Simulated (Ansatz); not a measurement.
Two isomers of CH5BFNSi: A = `FCB1N[SiH2]1`, B = `C=NB(F)[SiH3]`.

Program: Ansatz. Geometries: PBE0-D4/def2-TZVP. ΔE: electronic, gas phase. CCSD(T)/CBS adds triple-zeta CCSD(T) − MP2 to the extrapolated MP2 energy (def2 sets, frozen cores). Functionals use def2-TZVPP. B3LYP here is the variant with VWN-RPA as its local correlation; programs differ in this. Each species was taken in one conformer, which may not be the lowest.

A:

```xyz
10

F    -2.2199   -1.3729    0.2994
C    -1.0797   -0.9389    0.9599
B    -0.1252   -0.0921    0.0610
N     1.0879    0.5502    0.2278
Si    0.6338    0.8420   -1.4413
H    -1.3991   -0.3554    1.8333
H    -0.5562   -1.8243    1.3438
H     1.7647    0.6964    0.9612
H     1.5291    0.2343   -2.4581
H     0.3645    2.2607   -1.7870
```

B:

```xyz
10

C    -0.262    0.362    2.173
N    -0.509   -0.089    1.044
B    -0.695   -0.535   -0.234
F    -1.742   -1.326   -0.522
Si    0.621    0.008   -1.679
H     0.369   -0.183    2.883
H    -0.667    1.323    2.509
H    -0.073    0.738   -2.776
H     1.274   -1.192   -2.272
H     1.683    0.893   -1.126
```

Problem. Which is lower in electronic energy at CCSD(T)/CBS, and by how much? (Best estimate.)

Solution. The calculation gave: B, by 122.9 kJ/mol.

Problem. Give E(B) − E(A) in kJ/mol with PBE0-D4, PBE-D4, ωB97M-V, HF/def2-TZVPP, B3LYP, MP2/def2-TZVPP, r2SCAN-D4. (Estimate.)

Solution. Ansatz gave: PBE0-D4 -115.3, PBE-D4 -122.5, ωB97M-V -116.9, HF/def2-TZVPP -150.1, B3LYP -137.8, MP2/def2-TZVPP -120.2, r2SCAN-D4 -123.5. None reverses the order clearly.

Largest T1 diagnostic: 0.015.

From PBE to PBE0 (25 % exact exchange), in def2-TZVPP and without D4, E(B) − E(A) moves by +7.3 kJ/mol. In def2-TZVPP, CCSD(T) changes the Hartree–Fock value by +22.1 kJ/mol (the triples alone add +0.4 kJ/mol) and MP2 by +29.9 kJ/mol.
